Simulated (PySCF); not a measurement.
# Reading the logs of faulty runs: AlCH6OSi

All numbers below are calculated, not measured. They come from PySCF 2.14.0, an open-source quantum chemistry program, on an isolated molecule that a program drew, which may never have been made. The molecule is AlCH6OSi (charge 0, doublet), drawn as the SMILES string `O[CH]([AlH])[SiH3]`.

Each row is a Hartree-Fock (HF) and frozen-core CCSD(T) single point in the cc-pV(D+d)Z basis, meant for a local HF minimum. Run 1 is clean. Each other run has one planted mistake out of seven kinds, and not every kind appears here: one electron removed, one electron added, multiplicity raised by two, geometry at a saddle point, minimal basis STO-3G, one bond length entered in bohr, all coordinates scaled. The reference is restricted for singlets and unrestricted otherwise, and also for a bond in bohr. Adding or removing an electron swaps singlet and doublet. Electrons count all cores. HOMO and LUMO are orbital energies over both spins, the gradient is its largest component, and the lowest frequency (negative if imaginary) is given only where the gradient is small. Bond lengths are over the 9 bonds as drawn. T1 is the CCSD diagnostic: over 0.02 (restricted) or 0.045 (unrestricted) a single reference is doubtful.

Geometry of the clean run:
```xyz
10
AlCH6OSi, angstrom
O     1.9952    1.6556    1.4112
C     0.8624    0.8248    1.1198
Al    0.3354   -0.0739    2.8233
Si   -0.4976    1.8300    0.2693
H     2.3614    1.9929    0.6062
H     1.1481    0.0031    0.4396
H    -0.9510   -1.0179    2.7520
H     0.0918    2.6211   -0.8432
H    -1.1258    2.7839    1.2174
H    -1.5498    0.9363   -0.2725
```

| run | electrons | basis functions | <S^2> | HOMO (eV) | LUMO (eV) | gradient (hartree/bohr) | lowest frequency (cm^-1) | mean bond (Å) | longest bond (Å) | T1 | HF (hartree) | CCSD(T) (hartree) | mistake |
|---|---|---|---|---|---|---|---|---|---|---|---|---|---|
| 1 | 47 | 104 | 0.754 | -8.04 | 0.86 | 1.7e-05 | 126 | 1.4919 | 1.997 | 0.0136 | -647.02028 | -647.56478 | no fault |
| 2 | 47 | 34 | 0.755 | -4.60 | 7.39 | 6.6e-02 | - | 1.4919 | 1.997 | 0.0088 | -639.27220 | -639.47277 | minimal basis STO-3G |
| 3 | 47 | 104 | 0.984 | -8.01 | 0.73 | 9.9e-03 | - | 1.6497 | 3.018 | 0.0332 | -646.95083 | -647.49287 | one bond length entered in bohr |
| 4 | 46 | 104 | 0.000 | -15.52 | -6.55 | 4.3e-02 | - | 1.4919 | 1.997 | 0.0173 | -646.75125 | -647.29451 | one electron removed |
| 5 | 47 | 104 | 3.765 | -5.49 | -1.81 | 9.4e-02 | - | 1.4919 | 1.997 | 0.0353 | -646.87615 | -647.41219 | multiplicity raised by two |
| 6 | 48 | 104 | 0.000 | -0.32 | 6.39 | 4.7e-02 | - | 1.4919 | 1.997 | 0.0149 | -647.00268 | -647.58256 | ? |

**Which mistake was planted in run 6, and what did it cost?**

It counts 48 electrons, one more than the clean run, at the same geometry and basis. So the mistake is: one electron added. Subtracting run 1 and multiplying by 627.51 kcal/mol a hartree, the energy moved by 11.0 kcal/mol in HF and -11.2 kcal/mol in CCSD(T).

